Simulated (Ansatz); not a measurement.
CH6ClGeNO, SMILES `[NH2][GeH]([OH])[CH2]Cl`, relaxed with RKS PBE0-D4/def2-TZVP in the Gaussian-basis code of Ansatz from a PBE-D4/def2-SVP geometry. The force threshold is 0.005 eV/Å; the program also tests the step.

The species carries charge 0 and has multiplicity 1.

Start:

```xyz
11

N     1.152   -0.844   -1.084
Ge    0.480    0.123    0.335
O     0.879    1.857    0.049
C    -1.488    0.173    0.495
Cl   -2.088   -1.510    0.752
H     1.326   -1.830   -0.858
H     0.578   -0.807   -1.934
H     1.136   -0.458    1.617
H     1.787    1.927   -0.300
H    -1.809    0.794    1.353
H    -1.954    0.576   -0.425
```

Task: By how much does the energy fall, and how many steps does the optimiser take? (An estimate is asked.)

Result: The calculation gave: 1.14 kcal/mol, in 7 steps.

Task: Which bonds change most? (An estimate is asked.)

Result: Ansatz gave: Ge2–O3 from 1.802 to 1.779 Å; C4–Cl5 from 1.805 to 1.782 Å; C4–H10 from 1.107 to 1.089 Å; C4–H11 from 1.107 to 1.089 Å.

Task: Give the relaxed structure. (Best estimate.)

Result: The calculation gave: 
```xyz
11

N     1.130   -0.848   -1.067
Ge    0.477    0.112    0.342
O     0.872    1.821    0.048
C    -1.476    0.168    0.495
Cl   -2.097   -1.482    0.757
H     1.308   -1.823   -0.871
H     0.610   -0.775   -1.930
H     1.137   -0.440    1.616
H     1.758    1.923   -0.308
H    -1.792    0.785    1.335
H    -1.927    0.559   -0.417
```
